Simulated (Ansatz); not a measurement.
Input and output for CH6OSiZn, SMILES `C[SiH2][O][ZnH]`.

```yaml
crystal:
  periodic: [false, false, false]
  atoms:
    - {symbol: C, position_ang: [-1.737397, 0.349761, -0.146755]}
    - {symbol: Si, position_ang: [-0.152830, -0.408673, 0.472013]}
    - {symbol: O, position_ang: [1.119758, 0.202846, -0.329259]}
    - {symbol: Zn, position_ang: [2.865364, 0.178031, -0.579158]}
    - {symbol: H, position_ang: [-2.594481, -0.062140, 0.393620]}
    - {symbol: H, position_ang: [-1.733436, 1.432981, -0.003292]}
    - {symbol: H, position_ang: [-1.877018, 0.147046, -1.211285]}
    - {symbol: H, position_ang: [-0.218458, -1.893035, 0.300996]}
    - {symbol: H, position_ang: [-0.024466, -0.146711, 1.938574]}
    - {symbol: H, position_ang: [4.352954, 0.199894, -0.835454]}
basis:
  gaussian: {orbitals: "6-31G*"}
magnetization: {spin_polarized: true, initial_magnetization: 2}
hamiltonian: {xc: {name: wPBEh}}
accuracy: high
output: {forces: true}
```

```sh
$ ansatz run in.yaml --threads 2 --pin off --events-out ev --progress --plain --max-ram 32768MiB --backend cpu
```

Output, abridged:

```
Functional definition: wPBEh
2064 factors; integrals over basis functions are off by at most 1.8e-8 eV
112 factors; integrals over basis functions are off by at most 1.5e-9 eV
mean field evaluation 1: about -59435.1579 eV, gradient 6.4e1 eV
mean field evaluation 2: about -59269.5850 eV, gradient 1.7e2 eV
mean field evaluation 4: about -59445.7430 eV, gradient 3.7e1 eV
mean field evaluation 8: about -59452.3078 eV, gradient 1.6e0 eV
mean field evaluation 16: about -59452.3568 eV, gradient 2.1e-2 eV
mean field evaluation 32: about -59452.3568 eV, gradient 2.6e-4 eV
mean field -59452.35682345 eV, -2184.8338150070 hartree, gradient 9.1e-8 eV, S^2 2.008422; 10 other end points of the search recorded, 0 dependent functions left out
reference -59452.35682793 eV, -2184.8338151718 hartree; 33, 31 occupied and 64, 66 virtual orbitals, 2064 factors
Total energy: -59452.35682793 eV, -2184.8338151718 hartree
Atom 0 at    -1.737397     0.349761    -0.146755 Å, force    -0.029251    -0.003950     0.073565 eV/Å
Atom 1 at    -0.152830    -0.408673     0.472013 Å, force    -2.343938    -0.738686     0.822889 eV/Å
Atom 2 at     1.119758     0.202846    -0.329259 Å, force    -1.020312     1.314803    -1.054095 eV/Å
Atom 3 at     2.865364     0.178031    -0.579158 Å, force     2.066225    -0.913183     0.609733 eV/Å
Atom 4 at    -2.594481    -0.062140     0.393620 Å, force    -0.120989     0.013278    -0.002720 eV/Å
Atom 5 at    -1.733436     1.432981    -0.003292 Å, force    -0.044331     0.076682    -0.026818 eV/Å
Atom 6 at    -1.877018     0.147046    -1.211285 Å, force    -0.034320     0.015831    -0.072956 eV/Å
Atom 7 at    -0.218458    -1.893035     0.300996 Å, force     0.286542    -0.151062     0.065984 eV/Å
Atom 8 at    -0.024466    -0.146711     1.938574 Å, force     0.324124    -0.033777     0.159880 eV/Å
Atom 9 at     4.352954     0.199894    -0.835454 Å, force     0.916250     0.420063    -0.575463 eV/Å
Dipole moment:    -0.795747     0.123076    -0.007658 e Å
```

Hardware: 2 threads of an AMD EPYC 7R13 on a shared host. Wall time 40 s, peak host memory 0.8 GiB.
